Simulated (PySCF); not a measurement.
Isomers of [C8H12P]+ (charge +1), from PBE0-D3(BJ)/def2-SVP geometry optimisation, gas phase in PySCF 2.14.0. One conformer each, no zero-point energy, no frequencies.

Problem. Which is lower in electronic energy at this level?
A. `[CH3:1]/[CH:2]=[CH:3]\[PH+:4]1[CH:5]=[CH:6][CH2:7][CH:8]=[CH:9]1` (charge +1) with C2–C3–P4–C5 -118°: A = 3422, B = 778.6, C = 700.1 MHz, dipole 0.41 D
B. `[CH:1]#[C:2][CH2:3][PH2+:4][C:5]1=[CH:6][CH2:7][CH2:8][CH2:9]1` (charge +1) with C2–C3–P4–C5 179°, C3–P4–C5–C6 117°, C5–C6–C7–C8 -13°, C6–C7–C8–C9 21°, C7–C8–C9–C5 -21°, P4–C5–C9–C8 -169°: A = 4799, B = 584.5, C = 554.8 MHz, dipole 1.47 D

Solution. A. That is `C/C=C\[PH+]1C=CCC=C1`, 34.9 kcal/mol below the other.

```
              SMILES                                                     mapped SMILES      E (Eh)  relative (kcal/mol)  relative (kJ/mol)  dipole about centre of mass (D)
C/C=C\[PH+]1C=CCC=C1  [CH3:1]/[CH:2]=[CH:3]\[PH+:4]1[CH:5]=[CH:6][CH2:7][CH:8]=[CH:9]1  -652.32642                  0.0                0.0                             0.41
  C#CC[PH2+]C1=CCCC1    [CH:1]#[C:2][CH2:3][PH2+:4][C:5]1=[CH:6][CH2:7][CH2:8][CH2:9]1  -652.27087                 34.9              145.8                             1.47
```
